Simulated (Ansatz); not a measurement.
Born–Oppenheimer molecular dynamics of ClGeH3O2 (7 atoms, charge 0, multiplicity 1). It starts at the highest image of a converged band, a first-order saddle point between two minima.

Computed with RKS PBE-D4/def2-SVP (Ansatz 0.2.0).

```json
{
 "ensemble": "NVE (velocity Verlet)",
 "time step": "0.5 fs",
 "steps asked": "200",
 "starting velocities drawn for": "100 K",
 "seed": "8549"
}
```

First frame:

```xyz
7
Properties=species:S:1:pos:R:3
Ge -0.292 -0.021 0.539
H 0.926 -0.089 1.601
O 1.679 0.055 0.289
H 2.028 -0.829 0.038
O -0.947 1.406 -0.321
H -1.163 1.171 -1.246
Cl -0.857 -1.798 -0.646
```

(1) How far do the bonds stretch over the last three quarters of this one trajectory? (Pairs bonded in most of those frames.)

## Answers

(1) 
| bond | mean (Å) | spread (Å) | shortest | longest |
| --- | --- | --- | --- | --- |
| Ge1–H2 | 1.622 | 0.089 | 1.45 | 1.78 |
| Ge1–O3 | 1.805 | 0.105 | 1.67 | 1.97 |
| Ge1–O5 | 1.802 | 0.016 | 1.77 | 1.82 |
| Ge1–Cl7 | 2.193 | 0.022 | 2.15 | 2.22 |
| O3–H4 | 0.981 | 0.009 | 0.96 | 1.00 |
| O5–H6 | 0.984 | 0.013 | 0.96 | 1.01 |

Mean temperature of the second half: 1536 K. The conserved energy stayed within 0.21 meV per atom of its start (net change 0.0036 meV per atom), so the integration is sound. The kinetic energy rose, since the run started high on the potential surface and went downhill. A run of 0.1 ps of so small a system gives no equilibrium averages. The orbitals stay closed-shell, which can raise the energy where a bond breaks towards radicals; this wasn't checked here.

The run took 3.2 min on 2 threads of AMD EPYC 7R43 64-Core Processor (Zen 3), with other jobs on the host, peak memory 0.15 GiB.
